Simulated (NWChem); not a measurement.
# C2Cl2F2; SMILES F/C(Cl)=C(/F)Cl

```xyz
6

F     -1.7000     0.4591     0.0000
C     -0.3872     0.5458     0.0000
Cl     0.2400     2.1292     0.0000
C      0.3872    -0.5458     0.0000
F      1.7000    -0.4591     0.0000
Cl    -0.2400    -2.1292     0.0000
```
Atoms are numbered in this order, from 1.

Program: NWChem. All runs use the structure optimised with PBE0/def2-SVP. GIAO values for the isolated, static molecule; σ is the absolute isotropic shielding, δ = σ(reference) − σ with the isolated reference molecule computed at the same levels (13C: tetramethylsilane, 19F: trichlorofluoromethane).

Problem. Predict the results for PBE/pcSseg-1. Quantities: δ F1 (ppm); δ C2 (ppm); σ Cl3 (ppm).

Solution. 
```yaml
"δ F1 (ppm)": -132.0
"δ C2 (ppm)": 144.5
"σ Cl3 (ppm)": 679.3
```
